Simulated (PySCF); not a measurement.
## Worked example: chemical shift, span and skew from a shielding tensor

C₃H₇AlO₂, SMILES [CH3][Al]1[O]CC[O]1. Atoms are numbered in the order given.

```xyz
13

C      2.6623     0.2033     0.2819
Al     0.7494     0.0602     0.0738
O     -0.2117    -1.0475    -0.8281
C     -1.5762    -0.7488    -0.6483
C     -1.7705     0.4866     0.3036
O     -0.5327     0.9939     0.7439
H      2.9900     1.2541     0.2467
H      3.1952    -0.3521    -0.5049
H      2.9802    -0.2057     1.2546
H     -2.0948    -1.6312    -0.2311
H     -2.0410    -0.5449    -1.6302
H     -2.3291     1.2828    -0.2216
H     -2.3820     0.1964     1.1774
```

The structure is a stationary point at PBE0-D3(BJ)/def2-SVP. A frequency run showed that this geometry is not a minimum. The values are those of a single conformer.

GIAO shieldings from PBE0/pcSseg-1 (PySCF), non-relativistic, no solvent. The symmetric part of the tensor of C4 has the principal values 91.8, 104.0, 159.2 ppm. The same nucleus in TMS has σ = 186.3 ppm at this level (PySCF, at its B3LYP-D3(BJ)/def2-TZVP geometry).

**Question.** Work out the isotropic shielding, the ¹³C shift against TMS, the span and the skew.

**Answer.** 
σ(iso) = (σ11 + σ22 + σ33)/3 = 118.3 ppm. δ = σ(ref) − σ(iso) = 186.3 − (118.3) = 68.0 ppm.
Span Ω = σ33 − σ11 = 67.4 ppm. Skew κ = 3(σ(iso) − σ22)/Ω = 0.64. Tumbling in solution averages the tensor to δ; in a static solid the shielding alone would spread this spin-1/2 line over Ω.
